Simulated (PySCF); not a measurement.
C5H7O (SMILES O=C1C[CH]CC1), doublet, geometry from GFN2-xTB. Base run: MP2/6-31G in PySCF.

Input for PySCF:
```python
from pyscf import gto, scf, mp

mol = gto.M(
    atom='''
O     0.86621014    1.85237695    0.41932361
C     0.38773803    0.78407659    0.14767026
C     1.13031082   -0.53613109    0.11823589
C     0.10007293   -1.55394979   -0.15458499
C    -1.26070984   -0.97661338   -0.25052557
C    -1.05781867    0.53986589   -0.23544941
H     1.66128402   -0.68928119    1.06737361
H     1.91559679   -0.49273990   -0.64885048
H     0.29771513   -2.60671782   -0.19899775
H    -1.88455267   -1.29697329    0.59621214
H    -1.78395604   -1.31528364   -1.15171294
H    -1.21184967    0.97718791   -1.22415264
H    -1.72147821    1.06130286    0.45346232
''',
    basis='6-31g',
    spin=1,
    verbose=5,
)

mf = scf.UHF(mol)
mf.kernel()

pt = mp.MP2(mf)
pt.kernel()
print('E(MP2) = %.10f' % pt.e_tot)
mf.analyze()
```

Each row names what was changed in the base input (with any setting that the change needs).

```
change                                ΔE vs base (kcal/mol)  MP2 correlation (Eh)  basis functions  core-seconds (rough)
------------------------------------  ---------------------  --------------------  ---------------  --------------------
base                                                  0.000              -0.54941               68                     4
cart = on                                             0.000              -0.54941               68                     5
frozen = 7                                              ___                   ___               68                     4
frozen = 6                                             4.91              -0.54158               68                     3
method = cisd                                         30.95                     -               68                    20
density fitting = JK and correlation                  0.181              -0.54925               68                     2
method = ccsd                                           ___              -0.54941               68                    70
method = ccsd(t)                                     -40.17              -0.54941               68                   100
frozen = 5                                             4.36              -0.54246               68                     4
```

Task: Fill in the missing entries.

Result: 
- frozen = 7, ΔE vs base (kcal/mol): 32.51
- frozen = 7, MP2 correlation (Eh): -0.49760
- method = ccsd, ΔE vs base (kcal/mol): -29.64

Open shells are given as the SCF converged; they aren't shown to be the lowest states, and a large step between rows can be another state.
